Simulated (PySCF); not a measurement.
# One molecule, several mistakes: BH5NOSi cation

These are calculations, not measurements. The program is PySCF 2.14.0, an open-source quantum chemistry code, run on an isolated molecule that a program drew, which may never have been made. The molecule is BH5NOSi cation (charge +1, singlet), drawn as the SMILES string `N[SiH+]BO`.

Each row is a Hartree-Fock (HF) and frozen-core CCSD(T) single point in the cc-pV(D+d)Z basis, meant for a local HF minimum. Run 1 is clean. Each other run has one planted mistake out of seven kinds, and not every kind appears here: one electron removed, one electron added, multiplicity raised by two, geometry at a saddle point, minimal basis STO-3G, one bond length entered in bohr, all coordinates scaled. The reference is restricted for singlets and unrestricted otherwise, and also for a bond in bohr. Adding or removing an electron swaps singlet and doublet. Electrons count all cores. HOMO and LUMO are orbital energies over both spins, the gradient is its largest component, and the lowest frequency (negative if imaginary) is given only where the gradient is small. Bond lengths are over the 8 bonds as drawn. T1 is the CCSD diagnostic: over 0.02 (restricted) or 0.045 (unrestricted) a single reference is doubtful.

Geometry of the clean run:
```xyz
9
BH5NOSi cation, angstrom
N    -2.5376    0.3329    1.0275
Si   -1.2200    1.3104    1.0526
B     0.6621    0.5814    1.5146
O     1.5799    1.5290    1.4855
H    -3.4684    0.6480    0.8084
H    -2.5110   -0.6527    1.2293
H    -1.5382    2.7005    0.7208
H     0.8220   -0.5710    1.7667
H     2.4744    1.2744    1.6872
```

| run | electrons | basis functions | <S^2> | HOMO (eV) | LUMO (eV) | gradient (hartree/bohr) | lowest frequency (cm^-1) | mean bond (Å) | longest bond (Å) | T1 | HF (hartree) | CCSD(T) (hartree) | mistake |
|---|---|---|---|---|---|---|---|---|---|---|---|---|---|
| 1 | 38 | 90 | 0.000 | -16.85 | -4.47 | 7.3e-06 | 48 | 1.3313 | 2.071 | 0.0186 | -445.67174 | -446.24494 | no fault |
| 2 | 38 | 29 | 0.000 | -15.36 | -1.14 | 5.2e-02 | - | 1.3313 | 2.071 | 0.0287 | -440.36116 | -440.59149 | minimal basis STO-3G |
| 3 | 38 | 90 | 2.012 | -12.81 | -7.66 | 5.1e-02 | - | 1.3313 | 2.071 | 0.0270 | -445.52853 | -446.09388 | multiplicity raised by two |
| 4 | 37 | 90 | 0.780 | -23.12 | -14.73 | 1.1e-01 | - | 1.3313 | 2.071 | 0.0297 | -445.09152 | -445.65720 | one electron removed |
| 5 | 38 | 90 | 0.805 | -16.35 | -4.85 | 1.5e-02 | - | 1.4371 | 2.071 | 0.0615 | -445.53618 | -446.10635 | ? |
| 6 | 38 | 90 | 0.000 | -16.79 | -4.54 | 2.6e-02 | - | 1.3633 | 2.120 | 0.0200 | -445.66659 | -446.24525 | ? |

**Which mistake was planted in run 5, and what did it cost?**

The mean bond changes by a factor of 1.079 and the longest by 1.000, so the molecule wasn't scaled as a whole. A length L in bohr read as angstrom grows by (1/0.5292 - 1) L = 0.890 L. The 8 bonds together grew by 8 x 0.1058 = 0.846 Å, which gives L = 0.951 Å. That is bond O4-H9, 0.952 Å in the clean geometry. So the mistake is: one bond length entered in bohr. Subtracting run 1 and multiplying by 627.51 kcal/mol a hartree, the energy moved by 85.1 kcal/mol in HF and 87.0 kcal/mol in CCSD(T).

**Which mistake was planted in run 6, and what did it cost?**

The mean and the longest bond both change by the same factor, 1.024, and the gradient is no longer small. So the mistake is: all coordinates scaled. Subtracting run 1 and multiplying by 627.51 kcal/mol a hartree, the energy moved by 3.2 kcal/mol in HF and -0.2 kcal/mol in CCSD(T).

Cautions from the logs. Run 2: T1 is over the limit, so its CCSD(T) energy is less reliable; run 5: T1 is over the limit, so its CCSD(T) energy is less reliable; run 6: T1 is over the limit, so its CCSD(T) energy is less reliable.
